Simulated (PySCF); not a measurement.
Basis and Hamiltonian dependence of the excitation energy of Ba

Ba [Xe] 6s2 (1S) → Ba [Xe] 6s1 7s1 (3S). All values are computed (PySCF 2.14, energy differences of UHF-based or UKS calculations, no spin-orbit coupling). Values in eV.

```tsv
basis	Hamiltonian	functions	UHF	LDA	PBE0	MP2 (valence)	CCSD(T) (valence)	CCSD(T) (valence and next inner shell)
def2-TZVPPD with the def2 core potential (46 electrons)	ECP	40	3.159	3.655	3.526	3.486	3.583	3.690
def2-QZVPPD with the def2 core potential (46 electrons)	ECP	60	2.681	3.353	3.161	3.076	3.167	3.333
ANO-RCC-VTZP	spin-free X2C	72	2.818	3.582	3.370	3.206	3.334	3.536
aug-cc-pVTZ-X2C	spin-free X2C	84	2.474	n/a	n/a	2.888	3.003	n/a
x2c-TZVPPall with one added diffuse shell each of s, p, d type	spin-free X2C	94	2.477	3.285	3.076	2.886	3.000	3.196
aug-cc-pwCVTZ-X2C	spin-free X2C	109	2.472	3.276	3.064	2.892	3.002	3.204
aug-cc-pVQZ-X2C	spin-free X2C	118	2.473	3.297	3.082	2.898	2.999	n/a
```

Frozen in the all-electron rows: valence: [Xe]; valence and next inner shell: [Kr] 4d10; with a core potential, the same shells as far as they lie outside it.

At UHF, def2-TZVPPD with the def2 core potential (46 electrons), ANO-RCC-VTZP lie more than 0.3 eV from the median of the rows with comparable relativity. Of these, def2-TZVPPD with the def2 core potential (46 electrons), ANO-RCC-VTZP have no diffuse functions of the l that the added or promoted electron needs.
